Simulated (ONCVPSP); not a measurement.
# Reading a pseudo-wave (nitrogen)

Columns: radius, all-electron u(r) and pseudo u(r) of the 2p shell (level -7.51 eV) of nitrogen in the configuration [He] 2s1 2p4; PBE, scalar-relativistic, ONCV scheme, ONCVPSP 4.0.1.

```json
{"r (bohr)": "0.070", "all-electron": "0.0396", "pseudo": "0.0163"}
{"r (bohr)": "0.140", "all-electron": "0.1264", "pseudo": "0.0636"}
{"r (bohr)": "0.210", "all-electron": "0.2298", "pseudo": "0.1374"}
{"r (bohr)": "0.280", "all-electron": "0.3339", "pseudo": "0.2310"}
{"r (bohr)": "0.350", "all-electron": "0.4303", "pseudo": "0.3358"}
{"r (bohr)": "0.420", "all-electron": "0.5150", "pseudo": "0.4428"}
{"r (bohr)": "0.490", "all-electron": "0.5869", "pseudo": "0.5437"}
{"r (bohr)": "0.560", "all-electron": "0.6462", "pseudo": "0.6322"}
{"r (bohr)": "0.630", "all-electron": "0.6936", "pseudo": "0.7041"}
{"r (bohr)": "0.700", "all-electron": "0.7298", "pseudo": "0.7575"}
{"r (bohr)": "0.770", "all-electron": "0.7557", "pseudo": "0.7928"}
{"r (bohr)": "0.840", "all-electron": "0.7726", "pseudo": "0.8111"}
{"r (bohr)": "0.910", "all-electron": "0.7816", "pseudo": "0.8156"}
{"r (bohr)": "0.980", "all-electron": "0.7840", "pseudo": "0.8096"}
{"r (bohr)": "1.050", "all-electron": "0.7808", "pseudo": "0.7970"}
{"r (bohr)": "1.120", "all-electron": "0.7729", "pseudo": "0.7813"}
{"r (bohr)": "1.190", "all-electron": "0.7614", "pseudo": "0.7645"}
{"r (bohr)": "1.260", "all-electron": "0.7468", "pseudo": "0.7475"}
{"r (bohr)": "1.330", "all-electron": "0.7299", "pseudo": "0.7299"}
{"r (bohr)": "1.400", "all-electron": "0.7111", "pseudo": "0.7111"}
{"r (bohr)": "1.470", "all-electron": "0.6910", "pseudo": "0.6910"}
{"r (bohr)": "1.540", "all-electron": "0.6699", "pseudo": "0.6699"}
{"r (bohr)": "1.610", "all-electron": "0.6482", "pseudo": "0.6481"}
{"r (bohr)": "1.680", "all-electron": "0.6260", "pseudo": "0.6260"}
{"r (bohr)": "1.750", "all-electron": "0.6037", "pseudo": "0.6037"}
{"r (bohr)": "1.820", "all-electron": "0.5814", "pseudo": "0.5814"}
```

Question: How many radial nodes do the two functions have?

Answer: The all-electron 2p function has n − l − 1 = 0; the pseudo-wave has 0.

Question: At about which radius was the pseudo-wave matched?

Answer: 1.40 bohr, where the columns begin to agree (steps of 0.07 bohr).

Question: Where does each function peak?

Answer: Outermost all-electron maximum near 0.98 bohr, pseudo maximum near 0.91 bohr (to the table’s step).

Question: Is the pseudo-wave norm-conserving?

Answer: Yes: the ONCV scheme keeps the norm inside the radius equal to the all-electron one, which fixes the energy derivative of the logarithmic derivative at the level.
